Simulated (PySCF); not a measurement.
# Working with the constants of SrCl

UHF-CCSD(T) constants of SrCl, ²Σ⁺ (doublet), unpaired electrons σ ↑ (Sr def2-SVP with ECP28, Cl def2-SVP; scalar-relativistic core potentials (PySCF 2.14); masses 87.9056 and 34.9689 u):

- ωe: 313.9 cm⁻¹
- ωexe: 0.844 cm⁻¹
- Be: 0.098008 cm⁻¹
- αe: 0.000389 cm⁻¹
- De to Sr + Cl: 3.75 eV

(1) What force constant and bond length do these constants imply?

(2) Estimate the centrifugal constant D from the Kratzer relation and find the Dunham coefficient a1.

Correlated steps freeze 5 core orbitals. Correlated levels converge slowly with the basis: in double zeta they bind strong bonds too weakly, by up to about 1 eV, and carry superposition errors of some tenths. Spin–orbit coupling is left out. The state is the lowest determinant that a PBE0 search found; another state may lie lower at other levels.

## Answers

(1) Reduced mass μred = 25.017 u; k = 5.8918×10⁻⁷·μred·ωe² (u, cm⁻¹, mdyn/Å) = 1.45 mdyn/Å; Re = √(16.8576/(μred·Be)) (u, cm⁻¹, Å) = 2.622 Å.

(2) D = 4Be³/ωe² = 3.82e-08 cm⁻¹; a1 = −1 − αeωe/(6Be²) = -3.12.
